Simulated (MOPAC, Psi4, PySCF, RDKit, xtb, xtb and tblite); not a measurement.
Two geometries of SMILES B([SiH2][SiH2][GeH3])(O)O, relaxed at GFN2-xTB with one dihedral held; other torsions can differ between them too.

Structure A

```
15

O      2.8423     1.0954     0.7192
B      1.6785     0.5773     0.2381
O      1.4547    -0.7639     0.2481
Si     0.0292     1.6216    -0.0679
Si    -1.6997     0.1067    -0.4159
Ge    -1.0113    -2.1108    -0.1050
H      3.2153     0.7643     1.5338
H      2.1617    -1.3542     0.5222
H     -0.2569     2.4225     1.1411
H      0.0458     2.6381    -1.1312
H     -2.8557     0.3126     0.4704
H     -2.2765     0.1857    -1.7659
H     -2.1391    -3.1188    -0.2186
H     -0.0116    -2.6914    -1.0654
H     -0.4511    -2.4766     1.2453
```

Structure B

```
15

O      2.8302     1.1028     0.7043
B      1.6758     0.5688     0.2400
O      1.2772    -0.6845     0.5900
Si     0.2523     1.6275    -0.6236
Si    -1.6191     0.2565    -0.7886
Ge    -1.3027    -1.8074     0.2747
H      3.1906     0.7874     1.5347
H      1.8612    -1.2337     1.1195
H     -0.0703     2.8047     0.2079
H      0.5621     2.2273    -1.9315
H     -2.8375     0.8411    -0.2079
H     -2.0019    -0.0396    -2.1770
H     -2.5439    -2.6794     0.2908
H     -0.2930    -2.7623    -0.2990
H     -0.9650    -1.7848     1.7430
```

### Question
Which is lower in energy at the level B3LYP-D3(BJ)/def2-SVP // GFN2-xTB (Psi4 1.11), and by how much?

### Answer
B is lower, by 11.58 kJ/mol (dihedral H7–O1–B2–Si4: 120° in A, 140° in B).

E(B) − E(A) in kJ/mol at the other levels, on the same two geometries: GFN2-xTB (xtb and tblite) -14.30; B3LYP/def2-SVP // GFN2-xTB (Psi4) -11.59; PBE/def2-SVP // GFN2-xTB (Psi4) -11.56; PBE-D3(BJ)/def2-SVP // GFN2-xTB (Psi4) -11.55; UFF // GFN2-xTB (RDKit) 12.06; PM3, restricted, heats of formation // GFN2-xTB (MOPAC) -15.81; AM1, restricted, heats of formation // GFN2-xTB (MOPAC) -17.19; GFN1-xTB // GFN2-xTB (xtb) -11.12; restricted B3LYP/6-31G*, spherical d, density fitting // GFN2-xTB (PySCF) -11.96; restricted Hartree-Fock/STO-3G // GFN2-xTB (PySCF) -20.15; restricted Hartree-Fock/6-31G*, spherical d, density fitting // GFN2-xTB (PySCF) -11.63; restricted M06-2X/6-31G*, spherical d, density fitting // GFN2-xTB (PySCF) -11.76.
